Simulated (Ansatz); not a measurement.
Reaction (hydrogenolysis of a Ga–N bond): `C=[N][GaH2]` + H₂ → `[GaH3]` + `C=N`

Isolated molecules relaxed with PBE0-D4/def2-TZVP in Ansatz; ΔE leaves out vibrations. CBS: MP2 limit from def2 TZ/QZ plus the TZ coupled-cluster correction, frozen cores. This one scheme is used for every species. DFT in def2-TZVPP. HSE06 is defined as in plane-wave codes. For Ga outer-core shells are correlated without core-valence functions, which leaves a few kJ/mol of doubt a bond. Scalar relativity is left out up to krypton.

Question: Is it downhill or uphill in electronic energy at CCSD(T)/CBS, and by how much? (Estimate.)

Answer: The calculation gave: Uphill: ΔE = +15.7 kJ/mol.

Question: What do these levels give: r2SCAN0-D4, BLYP, r2SCANh, HSE06, CCSD(T)/def2-TZVPP, HF/CBS(def2)? (An estimate is asked.)

Answer: The calculation gave: r2SCAN0-D4 13.3, BLYP 16.3, r2SCANh 16.7, HSE06 7.5, CCSD(T)/def2-TZVPP 12.2, HF/CBS(def2) -12.0 kJ/mol.

Largest T1 diagnostic among the species: 0.017.

In def2-TZVPP, CCSD(T) changes the Hartree–Fock value by +24.3 kJ/mol (the triples alone add +5.9 kJ/mol) and MP2 by +33.1 kJ/mol. From PBE to PBE0 (25 % exact exchange), in def2-TZVPP and without D4, ΔE moves by −8.9 kJ/mol. At CCSD(T), def2-SVP lies −3.7 kJ/mol from the extrapolated value and def2-TZVPP −3.5 kJ/mol.
